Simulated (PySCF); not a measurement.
Al(SiH3)3 (AlH9Si3), SMILES [SiH3][Al]([SiH3])[SiH3]. Atoms are numbered in the order given.

```xyz
13

Al    -0.0029    -0.0022     0.0023
Si     2.3171    -0.4041    -0.7297
H      2.7171    -1.8462    -0.5276
H      3.2529     0.4316     0.1145
H      2.5750    -0.0503    -2.1729
Si    -0.7820    -0.8757     2.1724
H     -1.7851    -1.9812     1.9324
H     -1.4923     0.1934     2.9681
H      0.3161    -1.4427     3.0365
Si    -1.5340     1.2807    -1.4434
H     -2.9072     1.4908    -0.8570
H     -1.7050     0.5779    -2.7702
H     -0.9507     2.6420    -1.7433
```
Charge 0, spin multiplicity 1.

Geometry: PBE-D3(BJ)/def2-SVP. The structure was generated by enumeration; whether it is a known compound was not checked.

All values below come from PBE/def2-TZVP (PySCF).

Isolated molecule, no solvent.

```
Property                                                                                                           Value
---------------------------------------------------------------------------------------------  -------------------------
total energy                                                                                         -1115.71622 hartree
highest occupied level                                                                                          -6.33 eV
lowest empty level                                                                                              -3.37 eV
orbital gap                                                                                                      2.96 eV
dipole moment                                                                                                     0.02 D
quadrupole, principal values (traceless, Buckingham form, about the centre of nuclear charge)     -3.95, -3.90, 7.85 D·Å
mean static polarisability                                                                        137.1 bohr³ (20.32 Å³)
polarisability, principal values                                                               100.4, 155.3, 155.7 bohr³
```
